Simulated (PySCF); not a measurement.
# Ga²⁹⁺ (gallium, charge +29): Hartree-Fock from Schrödinger to Dirac-Coulomb-Breit

Occupied: 1s1/2. Hartree-Fock calculated with PySCF 2.14 in an uncontracted even-tempered set (16 s from 3.3 bohr⁻², ratio 2.7; 11 p from 4 bohr⁻², ratio 2.7), Gaussian nucleus throughout. NR is non-relativistic, sf-X2C the spin-free one-electron X2C Hamiltonian, X2C adds the bare one-electron spin-orbit term, X2C-SNSO screens it by Boettger's factors, DC is four-component Dirac-Coulomb, and the Gaunt and Breit terms are added at first order (total energies over the DC spinors, levels after relaxing the spinors in that mean field). QED terms are absent. Levels marked empty are virtual spinors of this ion.

| Hamiltonian | E (hartree) | E − E(DC) (hartree) | CPU seconds |
| --- | --- | --- | --- |
| NR | -941.7234 | 12.2444 | 0.19 |
| sf-X2C | -953.7760 | 0.1918 | 0.1 |
| X2C | -953.7760 | 0.1918 | 0.1 |
| X2C-SNSO | -953.7760 | 0.1918 | 0.1 |
| DC | -953.9678 | 0.0000 | 1.6 |
| DC+Gaunt | -953.5773 | 0.3905 | 2.8 |
| DC+Breit | -953.5773 | 0.3905 | 22 |

Problem. Give the 2p spin-orbit interval with each Hamiltonian that has one.

Solution. X2C 37.07; X2C-SNSO 35.85; DC 35.11; DC+Gaunt 34.05; DC+Breit 34.05 (eV).

| level (eV) | NR | sf-X2C | X2C | X2C-SNSO | DC | DC+Gaunt | DC+Breit |
| --- | --- | --- | --- | --- | --- | --- | --- |
| 1s1/2 | -12552.2 | -12708.7 | -12708.7 | -12708.7 | -12713.8 | -12703.4 | -12703.4 |
| 2s1/2 (empty) | -2939.6 | -2985.4 | -2985.4 | -2985.4 | -2985.9 | -2984.8 | -2984.9 |
| 2p1/2 (empty) | -2883.2 | -2902.2 | -2927.3 | -2926.5 | -2926.1 | -2923.9 | -2924.2 |
| 2p3/2 (empty) | -2883.2 | -2902.2 | -2890.2 | -2890.6 | -2891.0 | -2889.8 | -2890.2 |
| 3s1/2 (empty) | -1289.7 | -1305.8 | -1305.8 | -1305.8 | -1305.9 | -1305.6 | -1305.7 |

Weight of the small component: 1s1/2 0.0127, 2s1/2 0.00294, 2p1/2 0.00291, 2p3/2 0.00288, 3s1/2 0.00129.

Koopmans' value for the highest occupied level at DC+Breit: 12703.4 eV, against an ionisation energy of 12696.6 eV (theoretical estimate listed by NIST; NIST Atomic Spectra Database, ionization energies); the former lacks relaxation, correlation, QED and recoil.

The whole ladder took 28 s of wall time on 1 thread of Neoverse-V1 (shared host), launched as `OMP_NUM_THREADS=1 python relrun2.py TASK.json OUT` (a driver that calls PySCF for each Hamiltonian).
